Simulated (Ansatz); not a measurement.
Consider the substitution at a C–S bond: `FCS[SiH3]` + `CC(O)F` → `CC(F)OCF` + `[SiH3]S`.

Calculated with Ansatz (gas phase, PBE0-D4/def2-TZVP geometries, no zero-point term in ΔE). CBS: MP2 limit from def2 TZ/QZ plus the TZ coupled-cluster correction, frozen cores. DFT in def2-TZVPP. B3LYP here is the variant with VWN-RPA as its local correlation; programs differ in this. HSE06 is defined as in plane-wave codes. One conformer a species, not always the lowest.

`FCS[SiH3]`:

```xyz
9

F    -0.472   -0.036   -2.044
C     0.707    0.063   -1.348
S     0.593    1.189    0.055
Si   -0.628    0.008    1.356
H     0.990   -0.938   -1.015
H     1.471    0.473   -2.012
H    -0.538    0.658    2.686
H    -2.043   -0.043    0.916
H    -0.081   -1.374    1.405
```

`CC(O)F`:

Z-matrix (Å, degrees):
```
C
C 1 1.500
H 1 1.091 2 109.3
H 1 1.091 2 110.0 3 119.6
H 1 1.090 2 110.0 3 -120.1
O 2 1.377 1 109.2 3 -56.3
F 2 1.391 1 109.1 3 63.2
H 2 1.098 1 112.4 3 179.2
H 6 0.962 2 108.9 1 -174.9
```

`CC(F)OCF`:

Z-matrix (Å, degrees):
```
C
C 1 1.497
H 1 1.090 2 109.8
H 1 1.090 2 109.9 3 -120.1
H 1 1.091 2 109.5 3 119.7
F 2 1.385 1 109.6 3 177.8
O 2 1.390 1 108.9 3 -63.4
H 2 1.095 1 113.0 3 59.9
C 7 1.378 2 114.9 1 169.2
F 9 1.377 7 110.5 2 -75.2
H 9 1.090 7 107.1 2 167.3
H 9 1.094 7 112.0 2 44.3
```

`[SiH3]S`:

```xyz
6

Si    0.202    0.385    0.299
S    -1.182   -1.141   -0.269
H     1.566   -0.163    0.507
H    -0.327    0.922    1.576
H     0.271    1.466   -0.716
H    -0.530   -1.468   -1.398
```

```json
{"level": "LDA (SPW92)", "ΔE (kJ/mol)": "-7.4", "difference from CCSD(T)/CBS": "-1.8"}
{"level": "PBE-D4", "ΔE (kJ/mol)": "-0.2", "difference from CCSD(T)/CBS": "5.4"}
{"level": "revPBE-D4", "ΔE (kJ/mol)": "2.0", "difference from CCSD(T)/CBS": "7.6"}
{"level": "BLYP-D4", "ΔE (kJ/mol)": "-2.6", "difference from CCSD(T)/CBS": "3.0"}
{"level": "B97M-V", "ΔE (kJ/mol)": "-9.0", "difference from CCSD(T)/CBS": "-3.4"}
{"level": "PBE0-D4", "ΔE (kJ/mol)": "-4.1", "difference from CCSD(T)/CBS": "1.5"}
{"level": "B3LYP-D4", "ΔE (kJ/mol)": "-6.3", "difference from CCSD(T)/CBS": "-0.7"}
{"level": "r2SCANh-D4", "ΔE (kJ/mol)": "-7.6", "difference from CCSD(T)/CBS": "-2.0"}
{"level": "r2SCAN0-D4", "ΔE (kJ/mol)": "-8.6", "difference from CCSD(T)/CBS": "-3.0"}
{"level": "HSE06-D4", "ΔE (kJ/mol)": "-3.9", "difference from CCSD(T)/CBS": "1.7"}
{"level": "BHLYP-D4", "ΔE (kJ/mol)": "-11.4", "difference from CCSD(T)/CBS": "-5.8"}
{"level": "CAM-B3LYP-D4", "ΔE (kJ/mol)": "-12.0", "difference from CCSD(T)/CBS": "-6.4"}
{"level": "ωB97X-V", "ΔE (kJ/mol)": "-10.6", "difference from CCSD(T)/CBS": "-5.0"}
{"level": "ωB97M-V", "ΔE (kJ/mol)": "-7.9", "difference from CCSD(T)/CBS": "-2.3"}
{"level": "B2PLYP", "ΔE (kJ/mol)": "-8.6", "difference from CCSD(T)/CBS": "-3.0"}
{"level": "PBE-QIDH", "ΔE (kJ/mol)": "-7.6", "difference from CCSD(T)/CBS": "-2.0"}
{"level": "PBE", "ΔE (kJ/mol)": "-1.4", "difference from CCSD(T)/CBS": "4.2"}
{"level": "r2SCAN", "ΔE (kJ/mol)": "-7.0", "difference from CCSD(T)/CBS": "-1.4"}
{"level": "PBE0", "ΔE (kJ/mol)": "-5.1", "difference from CCSD(T)/CBS": "0.5"}
{"level": "B3LYP", "ΔE (kJ/mol)": "-8.6", "difference from CCSD(T)/CBS": "-3.0"}
{"level": "r2SCANh", "ΔE (kJ/mol)": "-7.7", "difference from CCSD(T)/CBS": "-2.1"}
{"level": "r2SCAN0", "ΔE (kJ/mol)": "-8.7", "difference from CCSD(T)/CBS": "-3.1"}
{"level": "HSE06", "ΔE (kJ/mol)": "-4.9", "difference from CCSD(T)/CBS": "0.7"}
{"level": "BHLYP", "ΔE (kJ/mol)": "-13.9", "difference from CCSD(T)/CBS": "-8.3"}
{"level": "CAM-B3LYP", "ΔE (kJ/mol)": "-13.1", "difference from CCSD(T)/CBS": "-7.5"}
{"level": "LC-ωPBE", "ΔE (kJ/mol)": "-8.7", "difference from CCSD(T)/CBS": "-3.1"}
{"level": "RPA@PBE/def2-TZVPP", "ΔE (kJ/mol)": "-15.1", "difference from CCSD(T)/CBS": "-9.5"}
{"level": "HF/def2-SVP", "ΔE (kJ/mol)": "-37.4", "difference from CCSD(T)/CBS": "-31.8"}
{"level": "MP2/def2-SVP", "ΔE (kJ/mol)": "-22.6", "difference from CCSD(T)/CBS": "-17.0"}
{"level": "CCSD/def2-SVP", "ΔE (kJ/mol)": "-28.4", "difference from CCSD(T)/CBS": "-22.8"}
{"level": "CCSD(T)/def2-SVP", "ΔE (kJ/mol)": "-27.6", "difference from CCSD(T)/CBS": "-22.0"}
{"level": "HF/def2-TZVPP", "ΔE (kJ/mol)": "-22.4", "difference from CCSD(T)/CBS": "-16.8"}
{"level": "MP2/def2-TZVPP", "ΔE (kJ/mol)": "-6.3", "difference from CCSD(T)/CBS": "-0.7"}
{"level": "CCSD/def2-TZVPP", "ΔE (kJ/mol)": "-13.5", "difference from CCSD(T)/CBS": "-7.9"}
{"level": "CCSD(T)/def2-TZVPP", "ΔE (kJ/mol)": "-11.7", "difference from CCSD(T)/CBS": "-6.1"}
{"level": "HF/def2-QZVPP", "ΔE (kJ/mol)": "-22.0", "difference from CCSD(T)/CBS": "-16.4"}
{"level": "MP2/def2-QZVPP", "ΔE (kJ/mol)": "-2.7", "difference from CCSD(T)/CBS": "2.9"}
{"level": "SCS-MP2/def2-QZVPP", "ΔE (kJ/mol)": "-6.2", "difference from CCSD(T)/CBS": "-0.6"}
{"level": "HF/CBS(def2)", "ΔE (kJ/mol)": "-22.0", "difference from CCSD(T)/CBS": "-16.4"}
{"level": "MP2/CBS(def2)", "ΔE (kJ/mol)": "-0.2", "difference from CCSD(T)/CBS": "5.4"}
{"level": "CCSD(T)/CBS", "ΔE (kJ/mol)": "-5.6", "difference from CCSD(T)/CBS": "0"}
```

Largest T1 diagnostic among the species: 0.012.

In def2-TZVPP, CCSD(T) changes the Hartree–Fock value by +10.6 kJ/mol (the triples alone add +1.8 kJ/mol) and MP2 by +16.0 kJ/mol. From BLYP to BHLYP (50 % exact exchange), in def2-TZVPP and without D4, ΔE moves by −8.4 kJ/mol. At CCSD(T), def2-SVP lies −22.0 kJ/mol from the extrapolated value and def2-TZVPP −6.1 kJ/mol.
